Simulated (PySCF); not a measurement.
[Nd(NH2)4]−: from a saddle point downhill

PySCF 2.14.0, RKS BP86, Nd lcecp-1-SVP with ECP49, N def2-SVP, H def2-SVP; non-relativistic Hamiltonian with scalar-relativistic core potentials where named; density fitting; no spin-orbit coupling. Relaxed within the symmetry of its start, the geometry (D2d) is

```xyz
13

Nd    0.0000    0.0000    0.0000
N     1.1320    1.4465    1.4465
H     1.5559    1.2010    2.3561
H     1.5559    2.3561    1.2010
N    -1.1320   -1.4465    1.4465
H    -1.5559   -1.2010    2.3561
H    -1.5559   -2.3561    1.2010
N     1.1320   -1.4465   -1.4465
H     1.5559   -2.3561   -1.2010
H     1.5559   -1.2010   -2.3561
N    -1.1320    1.4465   -1.4465
H    -1.5559    2.3561   -1.2010
H    -1.5559    1.2010   -2.3561
```

and its lowest harmonic modes are -145, -37, -37, 80, 86, 98 cm⁻¹ (negative: unstable). It was moved along the lowest mode and relaxed again, within the group S4 that the move left.

(1) Where does it end, and how much lower?

(2) How do the contacts change?

(3) Is the end a minimum?

An lcecp potential fixes the number of 4f electrons, so in runs with it no electron can move into or out of that shell.

State: singlet in the valence, with the 4f electrons in the core potential.

## Answers

(1) In S4, 0.092 eV lower, after 25 steps:
```xyz
13

Nd    0.0003    0.0000    0.0000
N     1.4010    1.3710    1.2578
H     2.2789    1.0208    1.6761
H     1.4050    2.3860    1.4440
N    -1.4008   -1.2579    1.3706
H    -1.4066   -1.4445    2.3854
H    -2.2777   -1.6769    1.0181
N     1.4010   -1.3710   -1.2578
H     1.4050   -2.3860   -1.4440
H     2.2789   -1.0208   -1.6761
N    -1.4008    1.2579   -1.3706
H    -2.2777    1.6769   -1.0181
H    -1.4066    1.4445   -2.3854
```

(2) 
| contact | saddle (Å) | end (Å) |
| --- | --- | --- |
| Nd1–N2 (NH2) | 2.338 | 2.329 |
| Nd1–N5 (NH2) | 2.338 | 2.329 |
| Nd1–N8 (NH2) | 2.338 | 2.329 |
| Nd1–N11 (NH2) | 2.338 | 2.329 |


(3) Yes; lowest modes 78, 80, 81, 87, 109, 161 cm⁻¹.
